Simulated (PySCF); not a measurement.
# BeP: frontier orbitals

PBE0 at R = 2.070 Å; basis Be pcseg-2, P pcseg-2; no relativity; PySCF 2.14. State: ⁴Σ⁻ (quartet), unpaired electrons σ ↑, π ↑↑. Only the outer orbitals are listed, counted within each symmetry.

| spin | orbital | occ. | ε (eV) | on Be (%) | main shells (%) |
| --- | --- | --- | --- | --- | --- |
| α | 5σ | 1 | -16.88 | 6 | 92 P s |
| α | 6σ | 1 | -8.69 | 36 | 57 P p, 34 Be s |
| α | 2π | 1 | -7.62 | 9 | 91 P p, 8 Be p |
| α | 2π | 1 | -7.62 | 9 | 91 P p, 8 Be p |
| α | 7σ | 1 | -5.70 | 85 | 51 Be s, 34 Be p, 15 P p |
| α | 3π | 0 | -1.17 | 93 | 93 Be p |
| α | 3π | 0 | -1.17 | 93 | 93 Be p |
| β | 5σ | 1 | -14.51 | 12 | 87 P s |
| β | 6σ | 1 | -7.65 | 29 | 63 P p, 23 Be s |
| β | 2π | 0 | -3.48 | 19 | 81 P p, 19 Be p |
| β | 2π | 0 | -3.48 | 19 | 81 P p, 19 Be p |
| β | 7σ | 0 | -1.87 | 94 | 74 Be s, 20 Be p |

Question: Which are the highest filled and the lowest empty level, where do they sit, and how wide is the gap?

Answer: Highest filled α 7σ at -5.70 eV (in %: 51 Be s, 34 Be p, 15 P p); lowest empty β 2π at -3.48 eV (in %: 81 P p, 19 Be p); the gap at PBE0 is 2.22 eV.

```json
{
 "bond order (Mayer)": "1.12",
 "⟨S²⟩": "3.756",
 "charge on Be (Mulliken, basis-dependent)": "0.14",
 "charge on Be (Löwdin, basis-dependent)": "-0.10",
 "dipole moment (positive dipole means Be(−)P(+))": "-0.62 D",
 "polarisability along the bond": "66.9 bohr³",
 "polarisability across the bond": "42.2 bohr³"
}
```

The state is the lowest determinant that a PBE0 search found; another state may lie lower at other levels.
